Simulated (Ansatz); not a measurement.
Geometry optimisation, RKS BHLYP-D4/def2-SVP in Ansatz 0.2.0.

The input (input.yaml):

```yaml
crystal:
  periodic: [false, false, false]
  atoms:
    - { symbol: B, position_ang: [-0.087327, -0.286421, -0.16688] }
    - { symbol: F, position_ang: [-0.126011, -0.653248, 1.109595] }
    - { symbol: O, position_ang: [1.06162, -0.372288, -0.840513] }
    - { symbol: H, position_ang: [1.802306, -0.662149, -0.309724] }
    - { symbol: H, position_ang: [-1.092946, 0.033024, -0.720634] }
    - { symbol: S, position_ang: [-0.033493, 2.466369, 1.246383] }
    - { symbol: H, position_ang: [1.26289, 2.477749, 1.587637] }
    - { symbol: H, position_ang: [-0.276239, 1.302464, 1.931235] }
basis:
  gaussian: { orbitals: def2-SVP }
hamiltonian:
  xc: { name: BHLYP }
  dispersion: d4
relax:
  f_tol: 0.03
  max_steps: 50
```

Run as:

```bash
$ ansatz run input.yaml --threads 1 --pin off --max-ram 2048MiB --backend cpu --events-out ev --progress --plain --runs-dir out
```

**Question.** Where does it end, and by what steps?

**Answer.** The forces met the threshold. After 7 steps the energy has fallen by 0.063 eV; H8 moved furthest, 0.35 Å.

| step | energy less start (eV) | largest force component (eV/Å) | accepted |
| --- | --- | --- | --- |
| 0 | 0.0000 | 0.890 | yes |
| 1 | -0.0546 | 0.333 | yes |
| 2 | -0.0589 | 0.172 | yes |
| 3 | -0.0616 | 0.117 | yes |
| 4 | -0.0623 | 0.060 | yes |
| 5 | -0.0630 | 0.053 | yes |
| 6 | -0.0632 | 0.031 | yes |
| 7 | -0.0633 | 0.015 | yes |

```xyz
8
Properties=species:S:1:pos:R:3
B -0.084 -0.382 -0.235
F -0.121 -0.766 1.038
O 1.074 -0.416 -0.898
H 1.815 -0.703 -0.367
H -1.090 -0.065 -0.788
S -0.023 2.571 1.319
H 1.280 2.502 1.622
H -0.340 1.565 2.147
```

Run time: 22 s on 1 thread of Arm Neoverse V2 (shared host), peak memory 0.16 GiB.
